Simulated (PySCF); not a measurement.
**Si+ (silicon, charge +1) across methods**

[Ne] 3s2 3p1, 2P determinant. Computed with PySCF 2.14 in aug-cc-pwCVQZ, with no relativity, point nucleus.

| method | E (hartree) | mean ε 3s α (eV) | mean ε 3s β (eV) | mean ε 3p α (eV) | Σ⟨r²⟩ (bohr²) | ⟨S²⟩ |
| --- | --- | --- | --- | --- | --- | --- |
| LDA | -287.9192 | -19.363 | -18.518 | -12.082 | 19.76 | 0.752 |
| wB97M-V | -289.0704 | -22.939 | -21.922 | -14.979 | 19.95 | 0.752 |
| r2SCAN | -289.0454 | -19.523 | -18.508 | -12.576 | 19.77 | 0.761 |
| PBE | -288.9323 | -19.265 | -18.377 | -12.202 | 19.76 | 0.755 |
| PBE0 | -288.9566 | -20.661 | -19.474 | -13.345 | 19.75 | 0.756 |
| M06-2X | -289.0662 | -21.757 | -20.689 | -14.032 | 19.74 | 0.753 |

(1) Estimate the same row for UHF.

Results:

(1) E (hartree) = -288.57792; mean ε 3s α (eV) = -24.076; mean ε 3s β (eV) = -21.667; mean ε 3p α (eV) = -16.226; Σ⟨r²⟩ (bohr²) = 20.07; ⟨S²⟩ = 0.767.
